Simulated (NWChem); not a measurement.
System: CH₃BClIO; SMILES B(Cl)(I)OC

The following NWChem deck was run.

```
start job
memory heap 200 mb stack 900 mb global 1100 mb
geometry units angstroms noautoz
  B     -0.020261     0.998682     0.000071
  Cl     1.443669     1.965013    -0.000314
  I      0.155232    -1.152669     0.000332
  O     -1.189061     1.626093     0.000177
  C     -2.494280     1.099689     0.000575
  H     -3.020004     1.466201     0.893916
  H     -3.019935     1.464532    -0.893495
  H     -2.491190    -0.000957     0.001571
end
basis spherical
  * library def2-svp
end
ecp
  I library def2-ecp
end
dft
  xc becke88 lyp
  iterations 150
  mulliken
end
task dft energy
```

Coordinates come from a PBE0/def2-SVP optimisation. Not confirmed as a minimum by frequencies. def2 effective core potentials on I; no spin-orbit coupling.

**Question.** Predict the main results of this run. (BLYP/def2-SVP with def2 effective core potentials on I.) Quantities: energy (Ha); highest occupied level (eV); orbital gap (eV); dipole (D).

**Answer.** The energy (Ha) comes out as -897.64 and the highest occupied level (eV) is -6.08. The orbital gap (eV) is 5.06 and the dipole (D) comes out as 2.32.
